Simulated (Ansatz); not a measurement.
Gas-phase electronic energies from Ansatz, PBE0-D4/def2-TZVP geometries. CCSD(T)/CBS adds triple-zeta CCSD(T) − MP2 to the extrapolated MP2 energy (def2 sets, frozen cores). This one scheme is used for every species. Functionals use def2-TZVPP. One conformer a species, not always the lowest.

`[AlH2]/[CH]=C/Cl` + `O[SiH](O)[SiH3]` → `O[SiH]([SiH3])[O][AlH2]` + `C=CCl`  (ligand exchange at the Al–C bond)

`[AlH2]/[CH]=C/Cl`:

Cartesian coordinates in Å:
```
Al -0.172 -0.839 1.299
C 0.625 0.056 -0.221
C -0.184 0.720 -1.042
Cl 0.333 1.581 -2.449
H 0.716 -1.654 2.328
H -1.746 -0.711 1.454
H 1.687 0.056 -0.456
H -1.259 0.791 -0.912
```

`O[SiH](O)[SiH3]`:

Cartesian coordinates in Å:
```
O 1.701 0.022 1.035
Si 0.349 0.648 0.331
O -0.866 0.920 1.410
Si -0.584 -0.814 -1.246
H 1.636 -0.855 1.416
H 0.835 1.926 -0.250
H -0.724 1.590 2.082
H -0.906 -2.118 -0.601
H 0.389 -1.068 -2.343
H -1.829 -0.252 -1.834
```

`O[SiH]([SiH3])[O][AlH2]`:

```xyz
12

O    -0.498   -2.158   -0.054
Si   -0.558   -0.600    0.473
Si    1.552   -0.174    1.396
O    -0.871    0.432   -0.741
Al   -0.890    1.575   -1.978
H    -1.322   -2.575   -0.313
H    -1.664   -0.452    1.464
H     2.609   -0.322    0.357
H     1.852   -1.102    2.520
H     1.601    1.221    1.913
H     0.054    2.834   -1.844
H    -1.865    1.321   -3.194
```

`C=CCl`:

Cartesian coordinates in Å:
```
C -0.038 -0.675 0.296
C 0.024 0.464 -0.368
Cl 0.126 2.003 0.394
H -0.028 -0.712 1.378
H -0.100 -1.608 -0.251
H 0.016 0.528 -1.449
```

Q: Is it downhill or uphill in electronic energy at CCSD(T)/CBS, and by how much? (Estimate.)

A: Ansatz gave: Downhill: ΔE = -143.3 kJ/mol.

Q: What do these levels give: LDA (SPW92), PBE-D4, BLYP-D4, r2SCAN-D4, B97M-V, r2SCANh-D4, PBE, r2SCAN0, CAM-B3LYP, RPA@PBE/def2-TZVPP, SCS-MP2/def2-QZVPP, MP2/CBS(def2)? (An estimate is asked.)

A: The calculation gave: LDA (SPW92) -127.2, PBE-D4 -127.4, BLYP-D4 -139.9, r2SCAN-D4 -138.6, B97M-V -140.8, r2SCANh-D4 -140.0, PBE -126.5, r2SCAN0 -141.2, CAM-B3LYP -148.3, RPA@PBE/def2-TZVPP -141.0, SCS-MP2/def2-QZVPP -147.1, MP2/CBS(def2) -142.6 kJ/mol.

Largest T1 diagnostic among the species: 0.013.

From BLYP to BHLYP (50 % exact exchange), in def2-TZVPP and without D4, ΔE moves by −11.9 kJ/mol. At CCSD(T), def2-SVP lies −6.3 kJ/mol from the extrapolated value and def2-TZVPP +0.2 kJ/mol. In def2-TZVPP, CCSD(T) changes the Hartree–Fock value by +15.5 kJ/mol (the triples alone add +3.6 kJ/mol) and MP2 by +16.2 kJ/mol.
